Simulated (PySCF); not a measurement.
Al(Me)(F)2 (CH3AlF2), SMILES [CH3][Al]([F])[F]. Atoms are numbered in the order given.

```xyz
7

Al     0.0497     0.0435     0.0003
C     -1.4815    -1.1332    -0.0383
H     -1.2742    -2.0135    -0.6695
H     -2.3790    -0.6313    -0.4308
H     -1.7075    -1.5098     0.9732
F     -0.0049     1.6045    -0.5645
F      1.5165    -0.4502     0.6037
```

Geometry optimised at B3LYP-D3(BJ)/def2-SVP. The isomer is the one that the SMILES or the coordinates give; other isomers of the formula were not compared.

Level of theory: PBE/pcSseg-1 in PySCF.

GIAO shieldings, no solvent; atoms listed in one row are averaged. δ = σ(ref) − σ: ¹³C against TMS (σ = 182.0 ppm); ¹H against TMS (σ = 31.49 ppm); ¹⁹F against CFCl3 (σ = 133.6 ppm), references at their B3LYP-D3(BJ)/def2-TZVP geometries, non-relativistic.

Q: Estimate the chemical shifts. (The exact figures need the calculation; the answer reports its results.)

A: 
```tsv
nucleus	atoms	count	δ (ppm)
¹³C	C2	1	-17.8
¹H	H3, H4, H5	3	0.09
¹⁹F	F6	1	-172.3
¹⁹F	F7	1	-174.4
```
